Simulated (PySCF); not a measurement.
BFH, SMILES F[BH], multiplicity 2.

The structure is a stationary point at PBE0-D3(BJ)/def2-TZVPD. The isomer is the one that the SMILES or the coordinates give; other isomers of the formula were not compared.

The numbers are results of TDA-M06-2X/def2-TZVPD (PySCF 2.14.0), not measurements.

Vertical excitations. Gas-phase values at a fixed geometry.

### Question
List the lowest excited states. (Estimate from the structure and the level; the computed values follow.)

### Answer

```
state    energy (eV)  λ (nm)      f                                                                    main pairs
-------  -----------  ------  -----  ----------------------------------------------------------------------------
root 1          2.03     610  0.010                                                              α HOMO→LUMO 96 %
root 2          5.31     233  0.034                                                            α HOMO→LUMO+1 92 %
root 3          6.03     206  0.022                                                            α HOMO→LUMO+2 83 %
root 4          7.36     169  0.030                                                            α HOMO→LUMO+3 92 %
root 5          7.46     166  0.005                                         α HOMO→LUMO+4 82 %, β HOMO→LUMO+1 6 %
root 6          7.68     161  0.029                      α HOMO→LUMO+5 33 %, α HOMO→LUMO+6 26 %, β HOMO→LUMO 26 %
root 7          7.73     160  0.005   α HOMO→LUMO+5 52 %, α HOMO→LUMO+6 17 %, α HOMO→LUMO+2 8 %, β HOMO→LUMO 11 %
root 8          7.80     159  0.006  α HOMO−1→LUMO 37 %, α HOMO→LUMO+4 9 %, α HOMO→LUMO+7 6 %, β HOMO→LUMO+1 38 %
root 9          8.10     153  0.153                                          α HOMO→LUMO+6 41 %, β HOMO→LUMO 48 %
root 10         8.12     153  0.047                                                            α HOMO→LUMO+7 85 %
```
Unrestricted roots are not spin-pure.
